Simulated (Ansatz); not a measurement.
Basis-set extrapolation for C3H11BO, SMILES `C[OH+][BH-](C)C` (PBE0-D4/def2-TZVP geometry, frozen core, Ansatz 0.2.0). Multiplicity 1, RHF reference.

```json
{"": "HF", "def2-TZVPP": "-219.629078", "def2-QZVPP": "-219.639737"}
{"": "MP2 correlation", "def2-TZVPP": "-0.910657", "def2-QZVPP": "-0.970571"}
{"": "CCSD(T) correlation", "def2-TZVPP": "-1.002354", "def2-QZVPP": "not run"}
```

Energies in hartree. Use E(X) = E(∞) + A·exp(−7.88·√X) for Hartree–Fock and E(X) = E(∞) + B·X^(−2.97) for correlation, with X = 3 and 4, and add CCSD(T) minus MP2 of the smaller set to the MP2 limit.

Problem. What is the CCSD(T) energy at the basis-set limit?

Solution. HF limit: -219.639737 + (-0.010659) × 0.13774 = -219.64121. MP2 limit: -0.970571 + (-0.059914) × 0.74074 = -1.01495. Higher-order term: -1.002354 − (-0.910657) = -0.09170. Total: -220.74786 hartree, 73.1 kcal/mol below CCSD(T)/def2-TZVPP.
